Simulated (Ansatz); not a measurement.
`[CH3][AlH][NH][AlH2]` + `C=C(C)Cl` → `C=[C](Cl)[AlH][CH3]` + `C[NH][AlH2]`  (formal exchange of groups at the Al–N bond)

Computed with Ansatz on PBE0-D4/def2-TZVP structures; ΔE is electronic, products minus reactants. CCSD(T)/CBS adds triple-zeta CCSD(T) − MP2 to the extrapolated MP2 energy (def2 sets, frozen cores). Functionals use def2-TZVPP. One conformer a species, not always the lowest.

| level | ΔE (kcal/mol) |
| --- | --- |
| r2SCAN-D4 | 35.5 |
| PBE0 | 34.0 |
| HF/def2-QZVPP | 34.7 |
| MP2/CBS(def2) | 36.7 |

Problem. What does CCSD(T)/CBS give? (An estimate is asked.)

Solution. Computed: +35.1 kcal/mol. The listed levels differ from it by 0.4, -1.1, -0.4, 1.6 kcal/mol.

Largest T1 diagnostic among the species: 0.012.

From PBE to PBE0 (25 % exact exchange), in def2-TZVPP and without D4, ΔE moves by +1.1 kcal/mol.
